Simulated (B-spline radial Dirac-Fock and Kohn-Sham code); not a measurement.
## Elastic scattering of 185 eV electrons by neutral zirconium

These are calculated numbers from a B-spline atomic structure program; the model is relativistic (Dirac) partial waves in the static field of the Dirac-Fock atom with Furness-McCarthy exchange, without polarisation or absorption potentials. Below a few hundred eV the neglected polarisation potential matters, most of all at small angles.

```
θ (°)  dσ/dΩ (a₀²/sr)  Sherman function
    5             122             0.000
   10            60.0             0.001
   15            26.1             0.002
   20            12.3             0.002
   25            6.01             0.000
   30            2.81            -0.005
   35            1.26            -0.017
   40           0.696            -0.030
   45           0.672            -0.021
   50           0.869            -0.004
   55            1.07             0.007
   60            1.14             0.015
   65            1.04             0.023
   70           0.810             0.032
   75           0.510             0.045
   80           0.230             0.072
   85          0.0480             0.159
   90         0.00607            -0.332
   95           0.106            -0.103
  100           0.311            -0.058
  105           0.555            -0.040
  110           0.768            -0.031
  115           0.889            -0.026
  120           0.886            -0.023
  125           0.763            -0.022
  130           0.554            -0.023
  135           0.322            -0.028
  140           0.132            -0.046
  145          0.0447            -0.091
  150          0.0933            -0.031
  155           0.279            -0.008
  160           0.570            -0.003
  165           0.907            -0.002
  170            1.22            -0.001
  175            1.44             0.000
```

The total elastic cross section is 27.1 a₀², the first transport cross section 7.00 a₀² and the second, weighted with (3/2) sin²θ, 8.54 a₀². The mean deflection is ⟨1 − cos θ⟩ = 0.258, and 11 % of the collisions scatter beyond 90°.

On this grid of angles the cross section has minima near 45°, 90°, 145°, from interference among the few low partial waves with large phase shifts.
